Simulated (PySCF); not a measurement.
F2Mg, singlet, at a GFN2-xTB geometry (such geometries of metal compounds can be far from the true shape). Base run: DF-PBE/cc-pVTZ run with PySCF.

The PySCF input:
```python
from pyscf import gto, scf, dft

mol = gto.Mole()
mol.atom = '''
    Mg    0.40305854   -0.05533096   -0.13647722
    F    -0.45725792    1.18552207   -0.93154954
    F    -0.08015346   -1.11174745    1.11351917
'''
mol.basis = 'cc-pvtz'
mol.verbose = 4
mol.build()

mf = dft.RKS(mol)
mf.xc = 'pbe'
mf = mf.density_fit(auxbasis='def2-universal-jkfit')
mf.kernel()
```

Each row names what was changed in the base input (with any setting that the change needs).

| change | basis functions | E (Eh) | HOMO (eV) | HOMO-LUMO gap (eV) | dipole (D) |
|---|---|---|---|---|---|
| base | 94 | -399.64734 | -7.76 | 4.69 | 4.48 |
| basis = jorge-DZP-DKH; relativity = none (without mf = mf.density_fit(auxbasis='def2-universal-jkfit')) | 54 | -399.56320 | -7.89 | 4.59 | 4.68 |
| basis = jorge-DZP-DKH; relativity = spin-free X2C; nucleus = Gaussian (with mol.nucmod = 'G'; without mf = mf.density_fit(auxbasis='def2-universal-jkfit')) | 54 | -400.09313 | -7.88 | 4.58 | 4.67 |
| basis = cc-pVDZ-DK; relativity = spin-free X2C (without mf = mf.density_fit(auxbasis='def2-universal-jkfit')) | 46 | -400.04485 | -7.46 | 4.36 | 4.35 |
| basis = cc-pVDZ-DK; relativity = spin-free X2C; nucleus = Gaussian (with mol.nucmod = 'G'; without mf = mf.density_fit(auxbasis='def2-universal-jkfit')) | 46 | -400.04472 | -7.46 | 4.36 | 4.35 |
| basis = x2c-SVPall; relativity = spin-free X2C (without mf = mf.density_fit(auxbasis='def2-universal-jkfit')) | 46 | -399.81421 | -7.78 | 4.55 | 4.51 |
| basis = x2c-SVPall; relativity = none (without mf = mf.density_fit(auxbasis='def2-universal-jkfit')) | 46 | -399.30927 | -7.80 | 4.57 | 4.53 |
| basis = jorge-DZP-DKH; relativity = spin-free X2C (without mf = mf.density_fit(auxbasis='def2-universal-jkfit')) | 54 | -400.09327 | -7.88 | 4.58 | 4.67 |
| basis = cc-pVDZ-DK; relativity = none (without mf = mf.density_fit(auxbasis='def2-universal-jkfit')) | 46 | -399.49889 | -7.46 | 4.37 | 4.37 |
| basis = x2c-SVPall; relativity = spin-free X2C; nucleus = Gaussian (with mol.nucmod = 'G'; without mf = mf.density_fit(auxbasis='def2-universal-jkfit')) | 46 | -399.81408 | -7.78 | 4.55 | 4.51 |

Total energies compare only within one method and basis.

Basis sets contracted for a relativistic Hamiltonian are a mismatch without it, so the rows without relativity aren't non-relativistic limits. No row has spin-orbit coupling; sets with core potentials leave out the core electrons.
